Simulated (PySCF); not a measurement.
Compound: C8H3N.
Geometry (PBE0-D3(BJ)/def2-SVP, Å), atoms numbered from 1 in this order:
```xyz
12
C8H3N angstrom
C      1.2661   -2.0937   -2.5152
C      0.9001   -1.8062   -1.3960
C      0.4802   -1.5017   -0.0705
C     -0.0557   -0.3608    0.2940
C     -0.5982    0.7871    0.6764
C      0.1881    1.8884    1.1452
C      0.8335    2.8323    1.5441
C     -2.0297    0.9466    0.6247
N     -3.1797    1.0815    0.5881
H      1.5872   -2.3417   -3.5103
H      0.6145   -2.2779    0.6978
H      1.4114    3.6668    1.8971
```

Method: PySCF, PBE0-D3(BJ)/def2-SVP geometry optimisation, gas phase.

Take the most abundant isotopes and a rigid rotor. 

Question: What are A, B and C (MHz)?

Answer: Ia = 203.73, Ib = 545.52, Ic = 695.45 u·Å²; 505379 MHz·u·Å²/I gives A = 2481, B = 926.4, C = 726.7 MHz.

Question: Classify the top.

Answer: An asymmetric top. Ray's parameter κ = (2B − A − C)/(A − C) = -0.772; −1 is the prolate and +1 the oblate limit.

Question: Is it planar, by Δ = Ic − Ia − Ib?

Answer: Not planar: Δ = Ic − Ia − Ib = -53.80 u·Å². For a rigid frame Δ = −2 Σ m c², so Σ m c² = 26.90 u·Å² lies off the ab plane: 6.01 from hydrogen and 20.89 from heavier atoms. The atom farthest from that plane is 1.95 Å away.

Question: Which lines would a microwave search look for?

Answer: The dipole components are |μa| = 2.52 D, |μb| = 3.13 D, |μc| = 0.66 D. Intensities carry the squares of the components, which stand as 0.65 : 1.00 : 0.04 (a : b : c). Some lines, for components of 0.1 D or more:

```
type  branch         J(Ka,Kc)    MHz  lower level (cm⁻¹)
   c       Q  4(1,4) ← 4(0,4)    873               0.543
   a       Q  3(1,2) ← 3(1,3)   1197               0.366
   b       Q  1(1,0) ← 1(0,1)   1754               0.055
   b       Q  2(1,1) ← 2(0,2)   1972               0.165
   a       Q  4(1,3) ← 4(1,4)   1990               0.572
   c       R  1(1,0) ← 0(0,0)   3407               0.000
   a       R  2(1,1) ← 1(1,0)   3506               0.114
   a       R  3(1,2) ← 2(1,1)   5247               0.231
   b       Q  2(2,1) ← 2(1,2)   5262               0.211
   a       R  4(1,4) ← 3(1,3)   6180               0.366
   a       R  4(3,1) ← 3(3,0)   6652               0.828
   c       R  3(1,2) ← 2(0,2)   7219               0.165
   c       Q  5(3,3) ← 5(2,3)   7836               1.066
   b       Q  3(3,1) ← 3(2,2)   8281               0.552
   a       R  5(4,2) ← 4(4,1)   8306               1.435
   c       Q  5(4,2) ← 5(3,2)  11509               1.328
   c       R  5(2,3) ← 4(1,3)  12811               0.638
   c       R  5(2,4) ← 4(1,4)  14216               0.572
   b       Q  5(5,0) ← 5(4,1)  14849               1.712
   b       R  4(3,1) ← 3(2,2)  14934               0.552
   c       R  4(4,0) ← 3(3,0)  18193               0.828
```

Question: Estimate the classical rotational partition function at 10 K, 25 K and 500 K.

Answer: Point group C1, symmetry number σ = 1; q = (√π/σ)·√((kT/h)³/(ABC)), k/h = 20836.6 MHz/K: 4130 at 10 K, 16300 at 25 K, 1460000 at 500 K.

No frequency check. No vibrational averaging or centrifugal distortion is included, and the geometry carries the error of its method. Quadrupole hyperfine structure (14N) is left out.

Time: 33 s; peak memory 0.70 GiB. Hardware: an Arm Neoverse V2 with one thread, shared host with 96 logical CPUs at a one-minute load of 30. That covers the optimisation of the geometry.
